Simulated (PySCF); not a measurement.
Ionisation energy of Sr²⁶⁺ by level of theory

Sr²⁶⁺ [Ne] 3s2 (1S) → Sr²⁷⁺ [Ne] 3s1 (2S), as a difference of total energies. Calculation: PySCF 2.14, in an uncontracted even-tempered set (18 s from 3.4 bohr⁻², ratio 2.5; 11 p from 4.4 bohr⁻², ratio 2.5; 5 d from 17 bohr⁻², ratio 2.7; 4 f from 25 bohr⁻², ratio 2.7); scalar relativity by spin-free X2C-1e. Correlated levels: outer shells: 1s2 frozen; virtual orbitals above 40 to 60 times the deepest correlated orbital energy dropped. The calculations carry no spin-orbit coupling.

```
                method  ionisation energy (eV)
                   UHF                  1327.9
    MP2 (outer shells)                  1330.9
SCS-MP2 (outer shells)                  1331.2
   CCSD (outer shells)                  1331.6
CCSD(T) (outer shells)                  1331.6
```

How much does correlation contribute at CCSD(T) (outer shells)?

1331.6 − (1327.9) = 3.7 eV, measured against UHF.

Breit and QED terms and the two-electron picture change are absent.

For comparison: 1333.4 ± 1.9 eV (semi-empirical (NIST evaluation); NIST Atomic Spectra Database, ionization energies).
